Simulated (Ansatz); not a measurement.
`[K][Br]` + `[Cl][SnH2][Cl]` → `[Cl][K]` + `[Cl][SnH2][Br]` at 700 K and 1 bar (redistribution).

Isolated molecules relaxed with PBE0-D4/def2-TZVP in Ansatz; ΔE leaves out vibrations. CCSD(T)/CBS is the MP2 limit (def2-TZVPP, def2-QZVPP) plus CCSD(T) − MP2 in def2-TZVPP, frozen cores. Elements past krypton have def2 core potentials. For Br, K, Sn outer-core shells are correlated without core-valence functions, which leaves a few kJ/mol of doubt a bond. Scalar relativity is left out up to krypton.

```
         species  CCSD(T)/CBS energy (Eh)  H − E (kJ/mol)  S (J/(mol·K))
       `[K][Br]`              -3172.84244            26.3          282.2
`[Cl][SnH2][Cl]`              -1134.85982            91.9          385.4
       `[Cl][K]`              -1059.29673            26.3          270.5
`[Cl][SnH2][Br]`              -3248.40375            91.6          403.3
```

H − E and S are ideal-gas, rigid-rotor, harmonic terms from PBE0-D4/def2-TZVP. 1 Eh = 2625.50 kJ/mol, R = 8.31446 J/(mol·K).

Question: By hand: ΔE, ΔH, ΔS and ΔG.

Answer: ΔE = (-1059.29673) + (-3248.40375) − (-3172.84244) − (-1134.85982) = 0.00178 Eh = 4.7 kJ/mol. Δ(H − E) = 26.3 + 91.6 − 26.3 − 91.9 = -0.3, so ΔH = 4.4 kJ/mol. ΔS = 270.5 + 403.3 − 282.2 − 385.4 = 6.2 J/(mol·K). ΔG = 4.4 − 700 × (6.2)/1000 = 0.1 kJ/mol.

Question: By hand: the equilibrium constant, and the temperature at which ΔG would vanish if ΔH and ΔS stayed fixed.

Answer: log₁₀ K = −ΔG/(RT ln 10) = 0.0. ΔG = 0 at ΔH/ΔS = 710 K, though so small a ΔH makes that figure unsure.

TΔS isn't small against ΔH here. The sign of ΔG lies within the doubt. A doubt of 5 kJ/mol in ΔE shifts log₁₀ K by 0.4 here. These are equilibria of isolated gas molecules and say nothing of rates. Largest T1 diagnostic: 0.011 (customary marks: 0.02 for closed shells, 0.045 for open ones).
